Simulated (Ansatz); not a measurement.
Consider the ligand exchange at the Si–F bond: `BC[SiH2]F` + H₂S → `BC[SiH2]S` + H–F.

Computed with Ansatz on PBE0-D4/def2-TZVP structures; ΔE is electronic, products minus reactants. CCSD(T)/CBS is the MP2 limit (def2-TZVPP, def2-QZVPP) plus CCSD(T) − MP2 in def2-TZVPP, frozen cores. This one scheme is used for every species. Functionals use def2-TZVPP. B3LYP here is the variant with VWN-RPA as its local correlation; programs differ in this. HSE06 is defined as in plane-wave codes. Each species was taken in one conformer, which may not be the lowest.

```
             level  ΔE (kJ/mol)  difference from CCSD(T)/CBS
         r2SCAN-D4         76.4                          2.7
            B97M-V         82.3                          8.6
          B3LYP-D4         79.3                          5.6
        r2SCANh-D4         75.8                          2.1
          HSE06-D4         64.4                         -9.3
          BHLYP-D4         84.4                         10.7
               PBE         68.0                         -5.7
            revPBE         68.8                         -4.9
              BLYP         87.9                         14.2
             B3LYP         87.8                         14.1
             HSE06         68.9                         -4.8
       HF/def2-SVP         92.1                         18.4
  CCSD(T)/def2-SVP         78.6                          4.9
SCS-MP2/def2-TZVPP         80.3                          6.6
      HF/CBS(def2)        103.5                         29.8
    CCSD/CBS(def2)         78.2                          4.5
       CCSD(T)/CBS         73.7                            0
```

Largest T1 diagnostic among the species: 0.011.

The D4 term adds −8.4 kJ/mol with B3LYP and −4.6 kJ/mol with PBE0; it sums over pairs of atoms, weighted by their polarisabilities, and B3LYP, whose exchange is more repulsive, gets the larger term. At CCSD(T), def2-SVP lies +4.9 kJ/mol from the extrapolated value and def2-TZVPP +2.8 kJ/mol.
